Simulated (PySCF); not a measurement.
C4H9O, SMILES C1CCC[OH+]1, charge +1.

The structure is a stationary point at B3LYP-D3(BJ)/def2-SVP. The isomer is the one that the SMILES or the coordinates give; other isomers of the formula were not compared. Other conformers were not sampled.

Vertical ionisation energy (IE) and electron affinity (EA) in eV. Rows of orbital energies are one-electron estimates. Where ΔSCF, EOM or ADC give a negative EA the extra electron is unbound and the value depends on the basis.

```csv
level,IE,EA
"−ε(HOMO), −ε(LUMO), M06-2X/def2-TZVP (PySCF)",[?],[?]
"−ε(HOMO), −ε(LUMO), PBE/def2-TZVP (PySCF)",13.20,6.10
```

**Question.** Complete the blanks. (Estimate from the structure and the level; the computed values follow.)

**Answer.** 
- −ε(HOMO), −ε(LUMO), M06-2X/def2-TZVP (PySCF), IE: 16.00
- −ε(HOMO), −ε(LUMO), M06-2X/def2-TZVP (PySCF), EA: 4.25
